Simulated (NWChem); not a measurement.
Molecule: silole (C₄H₆Si); SMILES C1C=C[SiH2]C=1

```xyz
11

C      0.0000     0.7405     1.2913
C      0.0000     1.3553     0.0896
Si     0.0000     0.0000    -1.2050
C      0.0000    -1.3553     0.0896
C      0.0000    -0.7405     1.2913
H      0.0000     1.2805     2.2452
H      0.0000     2.4423    -0.0123
H      1.2109     0.0000    -2.0834
H     -1.2109     0.0000    -2.0834
H      0.0000    -2.4423    -0.0123
H      0.0000    -1.2805     2.2452
```
Atoms are numbered in this order, from 1.

Results from NWChem. Medium grid unless said otherwise, to which SCAN and Minnesota functionals are sensitive. Geometry: optimised at PBE0/def2-SVP. Total energies of different functionals are on different scales.

| level | energy (Ha) | highest occupied level (eV) | orbital gap (eV) | dipole (D) |
|---|---|---|---|---|
| PBE/def2-SVP | -444.9167 | ? | 3.37 | 0.55 |
| B3LYP/def2-SVP | -445.3009 | -6.51 | 4.89 | 0.56 |
| TPSSh/def2-SVP | -445.3190 | -6.15 | 4.24 | 0.59 |
| M06-2X/def2-SVP | -445.1832 | -7.91 | 7.31 | 0.52 |
| PBE0/def2-SVP | -444.9670 | -6.80 | 5.29 | 0.58 |
| BLYP/def2-SVP | -445.1915 | -5.50 | 3.34 | 0.54 |

Q: Some entries are withheld; supply them.

A: 
- PBE/def2-SVP, highest occupied level (eV): -5.75
